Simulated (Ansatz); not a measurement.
`C[S][Mg][NH2]` + `CNC` → `C[N](C)[Mg][NH2]` + CH₃SH  (ligand exchange at a Mg–S bond)

Gas-phase electronic energies from Ansatz, PBE0-D4/def2-TZVP geometries. CCSD(T)/CBS is the MP2 limit (def2-TZVPP, def2-QZVPP) plus CCSD(T) − MP2 in def2-TZVPP, frozen cores. This one scheme is used for every species. Functionals use def2-TZVPP. HSE06 is defined as in plane-wave codes. For Mg outer-core shells are correlated without core-valence functions, which leaves a few kJ/mol of doubt a bond. One conformer a species, not always the lowest.

| level | ΔE (kJ/mol) | difference from CCSD(T)/CBS |
| --- | --- | --- |
| r2SCAN-D4 | 73.7 | 3.7 |
| HSE06-D4 | 77.0 | 7.0 |
| CAM-B3LYP-D4 | 69.8 | -0.2 |
| B2PLYP | 70.7 | 0.7 |
| BLYP | 68.9 | -1.1 |
| BHLYP | 77.5 | 7.5 |
| CAM-B3LYP | 70.9 | 0.9 |
| HF/def2-SVP | 81.7 | 11.7 |
| MP2/def2-SVP | 64.0 | -6.0 |
| CCSD(T)/def2-SVP | 63.1 | -6.9 |
| CCSD(T)/CBS | 70.0 | 0 |

Largest T1 diagnostic among the species: 0.010.

From r2SCAN to r2SCAN0 (25 % exact exchange), in def2-TZVPP and without D4, ΔE moves by +3.7 kJ/mol. At CCSD(T), def2-SVP lies −6.9 kJ/mol from the extrapolated value and def2-TZVPP −2.3 kJ/mol.
